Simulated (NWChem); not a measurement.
A series in which one site is exchanged, each optimised at PBE0/def2-SVP with NWChem, gas phase unless a solvent is named. All stand in one matching conformer (torsions within 35°), which need not be the lowest. This build's default masses of Se (78.918 u) and Br (79.917 u) are each other's, which moves their modes by up to 0.6 %. For some, no frequency run checked for a minimum. def2 effective core potentials on Te; no spin-orbit coupling.

A: N[Te]N (N2H4Te; site = Te)
B: N[Se]N (N₂H₄Se; site = Se)
C: [NH2][Mg][NH2] (MgN2H4; site = Mg)
D: [NH2][Be][NH2] (BeN2H4; site = Be)

Values for A:

- dipole (D), PBE0/def2-SVP: 2.42
- orbital gap (eV), PBE0/def2-SVP: 5.86
- vertical ionisation energy, ΔSCF, B3LYP/def2-SVP (eV): 8.26
- static polarisability, B3LYP/def2-SVPD (bohr³): 61.1

How do these values change for the other members?


```
change from A                                              B      C      D
-----------------------------------------------------  -----  -----  -----
dipole (D), PBE0/def2-SVP                              +0.51  -2.42  -2.42
orbital gap (eV), PBE0/def2-SVP                        +1.21  -0.48  +1.52
vertical ionisation energy, ΔSCF, B3LYP/def2-SVP (eV)  +0.53  -0.20  +0.87
static polarisability, B3LYP/def2-SVPD (bohr³)         -12.6  -16.4  -26.4
```
